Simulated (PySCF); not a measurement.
Point-charge models of `C/C=C(\C)[SiH2]N` against its computed dipole.

Coordinates (GFN2-xTB, Å) and charges (e) from the PBE0/pcSseg-1 density (PySCF):

| atom | x | y | z | Mulliken | IAO | Hirshfeld | ESP-fitted |
| --- | --- | --- | --- | --- | --- | --- | --- |
| C1 | 2.522 | 0.369 | 0.390 | -0.2082 | -0.4307 | -0.1159 | -0.1408 |
| C2 | 1.125 | 0.811 | 0.090 | -0.1778 | -0.1253 | -0.0403 | -0.1103 |
| C3 | 0.078 | 0.032 | -0.169 | -0.5517 | -0.2831 | -0.0953 | -0.1238 |
| C4 | 0.192 | -1.469 | -0.191 | -0.2010 | -0.4278 | -0.1230 | -0.3063 |
| Si5 | -1.608 | 0.772 | -0.577 | +0.8206 | +0.8867 | +0.3534 | +0.5553 |
| N6 | -2.754 | -0.145 | 0.335 | -0.6353 | -0.8453 | -0.3166 | -0.9255 |
| H7 | 2.888 | 0.865 | 1.289 | +0.1256 | +0.1516 | +0.0467 | +0.0682 |
| H8 | 3.183 | 0.651 | -0.431 | +0.1309 | +0.1546 | +0.0484 | +0.0658 |
| H9 | 2.587 | -0.706 | 0.531 | +0.1150 | +0.1436 | +0.0438 | +0.0542 |
| H10 | 0.994 | 1.887 | 0.082 | +0.0863 | +0.1333 | +0.0354 | +0.0890 |
| H11 | 0.580 | -1.846 | 0.755 | +0.1261 | +0.1446 | +0.0416 | +0.1242 |
| H12 | -0.779 | -1.923 | -0.365 | +0.1235 | +0.1511 | +0.0375 | +0.0904 |
| H13 | 0.867 | -1.791 | -0.984 | +0.1287 | +0.1479 | +0.0422 | +0.1101 |
| H14 | -1.993 | 0.542 | -1.973 | -0.1179 | -0.1486 | -0.0895 | -0.1065 |
| H15 | -1.576 | 2.217 | -0.298 | -0.1435 | -0.1694 | -0.0968 | -0.1601 |
| H16 | -2.581 | -0.292 | 1.317 | +0.1892 | +0.2581 | +0.1137 | +0.3494 |
| H17 | -3.734 | 0.036 | 0.189 | +0.1894 | +0.2587 | +0.1148 | +0.3667 |

Question: Form Σ q r in debye for every column and set it beside the full dipole.

Answer: The full density gives (0.11, 0.04, 1.06) D, 1.06 D in size; dipole vectors point from the negative to the positive end.

```tsv
scheme	μx	μy	μz	size (D)	share of the full size (%)	angle to the full dipole (°)
Mulliken	0.67	-0.36	0.03	0.76	72	83
IAO	0.15	0.97	0.06	0.99	93	83
Hirshfeld	0.06	0.06	0.48	0.49	46	5
ESP-fitted	0.16	-0.01	1.06	1.07	101	4
```

Question: Which set comes closest?

Answer: Length of the difference vector: ESP-fitted 0.08 D, Hirshfeld 0.58 D, Mulliken 1.24 D, IAO 1.36 D. Closest: ESP-fitted. The schemes that divide the density aren't constrained to reproduce the dipole.

Question: What is left for the Hirshfeld atoms' own dipoles?

Answer: The Hirshfeld atoms' densities add up to the full density, so μ = Σ q r + Σ (atomic dipoles). The atomic dipoles sum to (0.11, 0.04, 1.06) − (0.06, 0.06, 0.48) = (0.05, -0.02, 0.58) D, 0.58 D in size.

Question: With the origin at the mean of the coordinates, (0.000, 0.001, -0.001) Å, which are the largest single terms, by size, of the Hirshfeld dipole along the direction of the full one?

Answer: Si5 -1.21, H14 +0.92, H16 +0.56, C1 -0.37, H7 +0.36 D; all 17 atoms together +0.48 D. The single terms depend on the origin, their sum doesn't.

Question: Give the size of the full dipole in other units.

Answer: 1.06 D = 0.418 au = 0.221 e·Å = 3.54 × 10⁻³⁰ C·m.

The structure is a single GFN2-xTB conformer in the gas phase; no vibrational or solvent corrections.

The values belong to the conformer `[CH3:1]/[CH:2]=[C:3](\[CH3:4])[SiH2:5][NH2:6]`: C2–C3–Si5–N6 -136°, H–N6–Si5–C3 49°, H–N6–Si5–C3 -174°.
